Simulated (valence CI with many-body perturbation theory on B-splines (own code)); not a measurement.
**Hg⁷³⁺: fill in the table**

Computed by valence CI with perturbative core correlation (CI+MBPT): five valence electrons over a frozen Dirac-Fock core [He], a basis of 9 s, 9 p, 8 d, 6 f, 3 g, 1 h functions for each j, with the one-electron correlation potential Σ1 (screened to all orders), the two-electron term Σ2, the three-electron term Σ3, Breit, model QED; selected single and double excitations, second order for the rest (own B-spline code, finite nucleus).

No measured spectrum was set against this ion. As an estimate, large intervals hold to a few tenths of a per cent, small ones and those within an open d or f shell to about a per cent. Among the levels kept, up to 1200 cm⁻¹ of a level comes from second order outside the variational space, and about a tenth of that is noise between levels of different J, which matters for small intervals.

| Level | E (× 10³ cm⁻¹) |
| --- | --- |
| (2s^2 2p1/2^2 2p3/2) J=3/2 | 0.00 |
| (2s^2 2p1/2 2p3/2^2) J=3/2 | 16159 |
| (2s^2 2p1/2 2p3/2^2) J=5/2 | ? |
| (2s^2 2p1/2 2p3/2^2) J=1/2 | 16832 |
| (2s 2p1/2^2 2p3/2^2) J=5/2 | 19331 |
| (2s 2p1/2^2 2p3/2^2) J=1/2 | 20289 |
| (2s 2p1/2^2 2p3/2^2) J=3/2 | ? |
| (2s^2 2p3/2^3) J=3/2 | ? |
| (2s 2p1/2 2p3/2^3) J=3/2 [a] | 35744 |
| (2s 2p1/2 2p3/2^3) J=5/2 | 36089 |
| (2s 2p1/2 2p3/2^3) J=1/2 | ? |
| (2s 2p1/2 2p3/2^3) J=3/2 [b] | ? |
| (2p1/2^2 2p3/2^3) J=3/2 | 40254 |
| (2s 2p3/2^4) J=1/2 | 53030 |
| (2p1/2 2p3/2^4) J=1/2 | 56685 |
| (2s^2 2p1/2^2 3s) J=1/2 | 83044 |
| (2s^2 2p1/2^2 3p1/2) J=1/2 | ? |
| (2s^2 2p1/2^2 3p3/2) J=3/2 | 88906 |
| (2s^2 2p1/2^2 3d3/2) J=3/2 | 89703 |
| (2s^2 2p1/2^2 3d5/2) J=5/2 | 91008 |

Levels are named by their leading jj configuration (3d3/2^4 stands for four electrons in 3d with j = 3/2), which in mixed levels can hold well under half, so a name can repeat and another be missing. Letters in brackets count levels of one name in rising energy.

Question: The levels stand in rising order. What does the calculation give for the missing energies?

Answer: (2s^2 2p1/2 2p3/2^2) J=5/2 16344; (2s 2p1/2^2 2p3/2^2) J=3/2 20298; (2s^2 2p3/2^3) J=3/2 33033; (2s 2p1/2 2p3/2^3) J=1/2 36699; (2s 2p1/2 2p3/2^3) J=3/2 [b] 36755; (2s^2 2p1/2^2 3p1/2) J=1/2 84008.
